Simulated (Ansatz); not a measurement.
**Relative energy of two structures of GaH4MgSi−**

Structure I is a singlet given by its coordinates and structure II is a singlet given by its coordinates. Both are isolated ions in the gas phase, relaxed with B3LYP-D3(BJ)/def2-SVPD.

I (Å):

```yaml
atoms:
  - { symbol: Ga, position_ang: [-1.8233, 0.8866, -0.1504] }
  - { symbol: Mg, position_ang: [0.5516, 1.3101, 1.3923] }
  - { symbol: Si, position_ang: [0.2061, -0.4702, -0.5930] }
  - { symbol: H, position_ang: [1.5233, 2.0262, 2.6602] }
  - { symbol: H, position_ang: [1.6675, -0.2620, -1.0001] }
  - { symbol: H, position_ang: [0.1130, -1.9798, -0.5407] }
  - { symbol: H, position_ang: [-0.6087, 2.3016, 0.2209] }
```

Close contacts (Å): Ga1–Mg2 2.86, Ga1–Si3 2.48, Mg2–Si3 2.69, Ga1–H7 1.90, Mg2–H4 1.75, Mg2–H7 1.92, Si3–H5 1.53, Si3–H6 1.51.

II (Å):

```xyz
7

Ga    0.6873    0.4927    1.0676
Mg    0.8576    2.9530    0.4101
Si    0.2204   -1.5081   -0.0911
H     0.9759    4.6650    0.1208
H    -0.4763    1.6523   -0.0235
H     0.5604   -2.7049    0.7860
H    -1.2509   -1.7502   -0.3797
```

Close contacts (Å): Ga1–Mg2 2.55, Ga1–Si3 2.36, Ga1–H5 1.97, Mg2–H4 1.74, Mg2–H5 1.91, Si3–H6 1.52, Si3–H7 1.52.

Estimate which is lower in electronic energy at CCSD(T)/def2-SVPD + ΔMP2/def2-TZVPPD, and by roughly how much.

The CCSD(T)/def2-SVPD + ΔMP2/def2-TZVPPD calculation puts structure I lower, by 13.5 kcal/mol.

The same difference at several levels:

| level | geometry | E(II) − E(I) (kcal/mol) | departure from the last row (kcal/mol) | job, with rough time for the two |
| --- | --- | --- | --- | --- |
| B3LYP-D3(BJ)/def2-SVPD | B3LYP-D3(BJ)/def2-SVPD | +13.2 | −0.2 | optimisation, 44 s |
| HF/def2-SVPD | B3LYP-D3(BJ)/def2-SVPD | +12.7 | −0.8 | part of the CCSD(T) run |
| MP2/def2-SVPD | B3LYP-D3(BJ)/def2-SVPD | +13.4 | 0.0 | part of the CCSD(T) run |
| CCSD(T)/def2-SVPD | B3LYP-D3(BJ)/def2-SVPD | +12.7 | −0.7 | single point |
| CCSD(T)/def2-SVPD + ΔMP2/def2-TZVPPD | B3LYP-D3(BJ)/def2-SVPD | +13.5 |  | single point, 33 s |

The levels shown agree on the order. The largest departure from CCSD(T)/def2-SVPD + ΔMP2/def2-TZVPPD is that of HF/def2-SVPD, 0.8 kcal/mol. Levels run at GFN2-xTB geometries aren't shown. The last row adds to CCSD(T) the change of the MP2 difference between the two basis sets, here +0.7 kcal/mol.

With harmonic frequencies from B3LYP-D3(BJ)/def2-SVPD (ideal gas, rigid rotor, one conformer each, 298.15 K, 1 atm): on the last row, ΔE + ΔZPE = +13.1 kcal/mol. A mode under 50 cm⁻¹ makes harmonic enthalpies and free energies unreliable, so none is given.

The correlated steps freeze 15 core orbitals; the filled d shell of Ga is correlated; the last core shell of Mg is correlated, in a basis made for valence electrons. Run with Ansatz 0.2.0; the last row on 2 threads of Arm Neoverse V2 on a shared host.
